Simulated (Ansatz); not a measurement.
```yaml
crystal:
  periodic: [false, false, false]
  atoms:
    - {symbol: N, position_ang: [0.880258, 1.208773, 0.131464]}
    - {symbol: Al, position_ang: [0.466375, -0.485231, 0.354883]}
    - {symbol: F, position_ang: [0.840788, -1.205149, 1.791188]}
    - {symbol: S, position_ang: [-0.125497, -1.719616, -1.377963]}
    - {symbol: S, position_ang: [-1.812064, -1.241470, -0.218770]}
    - {symbol: H, position_ang: [0.870958, 1.688578, -0.752169]}
    - {symbol: H, position_ang: [1.189328, 1.819070, 0.869326]}
    - {symbol: H, position_ang: [-2.218047, -0.121954, -0.853761]}
basis:
  gaussian: {orbitals: aug-cc-pVTZ, point_charges: [{charge: 1.00, position_ang: [6.154, -0.605, 0.870]}]}
magnetization: {spin_polarized: true, initial_magnetization: 1}
hamiltonian: {xc: {name: PBE0}, dispersion: d4}
```

```sh
$ ansatz run in.yaml --threads 4 --pin off --events-out ev --progress --plain --max-ram 10444MiB
```

Shortened log:

```
Error: a molecule whose nuclei and cores have a total charge of 64 cannot have a net charge of 0 together with 1 unpaired electrons
```

Problem. What is wrong with this run?

Solution. The number of unpaired electrons doesn't fit the electron count. The input was rejected before any iteration.
